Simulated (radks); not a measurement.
Fractional charge and spin in the 3p shell of gallium: the spin-up occupation runs from 2 to 3 and the spin-down occupation from 2 to 3; the fullest corner is Ga3+, [Ne] 3s2 3d10 3p(up 3, down 3). All-electron calculation, non-relativistic Kohn-Sham, r2SCAN, spin-polarised, spherical densities, point nucleus; meta-GGA in the generalised Kohn-Sham scheme. Program: a radial shooting solver on a logarithmic mesh with Libxc functionals. Energy (eV) minus the two flat planes that join the four corners (they meet along the diagonal where the two added fractions sum to one electron); zero is where a piecewise linear energy would lie.

\begin{tabular}{lrrrrr}
down \ up & 2 & 2.25 & 2.5 & 2.75 & 3 \\ \hline
2 & 0.000 & -2.426 & -3.220 & -2.404 & 0.000 \\
2.25 & -2.426 & -3.077 & -2.123 & 0.415 & -2.255 \\
2.5 & -3.220 & -2.123 & 0.553 & -1.982 & -2.988 \\
2.75 & -2.404 & 0.415 & -1.982 & -2.854 & -2.227 \\
3 & 0.000 & -2.255 & -2.988 & -2.227 & 0.000 \\
\end{tabular}

Corners above the fullest one (they belong to Ga4+ and the next ion): (up 3, down 2) 145.75 eV, (up 2, down 3) 145.75 eV, (up 2, down 2) 318.56 eV. With half an added electron in each spin the energy lies 0.553 eV from the planes, and with half an added electron in spin up alone -3.220 eV. The planes are only a guide here: the flat-plane condition holds for ground states with one frontier orbital, while this shell lies below other occupied shells, so the corners above the fullest one are inner-hole states and not the ground states of those ions.
